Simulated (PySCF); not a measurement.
## Ionisation energy of Mg(2+) by level of theory

Mg(2+) [Ne] (1S) → Mg(3+) [He] 2s2 2p5 (2P), as a difference of total energies. Computed with PySCF 2.14 in 6-31G* (4s3p1d, 18 functions), with no relativity, point nucleus. Correlated levels: valence: [He] 2s2 frozen. The calculations carry no spin-orbit coupling.

| method | ionisation energy (eV) | error (eV) |
| --- | --- | --- |
| UHF | 80.959 | +0.815 |
| r2SCAN | 82.593 | +2.449 |
| M06-2X | 82.412 | +2.268 |
| MP2 (valence) | 80.997 | +0.853 |
| SCS-MP2 (valence) | 80.995 | +0.851 |
| CCSD (valence) | 80.995 | +0.851 |
| CCSD(T) (valence) | 80.996 | +0.852 |

Reference: 80.144 eV (measured; NIST Atomic Spectra Database, ionization energies).

Errors of the correlated levels include the incompleteness of this basis and the frozen core.
